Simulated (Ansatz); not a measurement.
Reaction (formal exchange of groups at the Si–Cl bond): `O[SiH](Cl)CF` + `C=O` → `O=C[SiH](O)CF` + HCl

Computed with Ansatz on PBE0-D4/def2-TZVP structures; ΔE is electronic, products minus reactants. CBS: MP2 limit from def2 TZ/QZ plus the TZ coupled-cluster correction, frozen cores. This one scheme is used for every species. Functionals use def2-TZVPP. One conformer a species, not always the lowest.

| level | ΔE (kJ/mol) |
| --- | --- |
| B2PLYP | 122.5 |
| CCSD/CBS(def2) | 123.0 |

(1) What does CCSD(T)/CBS give? (Estimate.)

Largest T1 diagnostic among the species: 0.015.

Results:

(1) The calculation gave: +121.2 kJ/mol. The listed levels differ from it by 1.3, 1.8 kJ/mol.

In def2-TZVPP, CCSD(T) changes the Hartree–Fock value by −15.4 kJ/mol (the triples alone add −1.8 kJ/mol) and MP2 by −8.0 kJ/mol. From PBE to PBE0 (25 % exact exchange), in def2-TZVPP and without D4, ΔE moves by +6.1 kJ/mol.
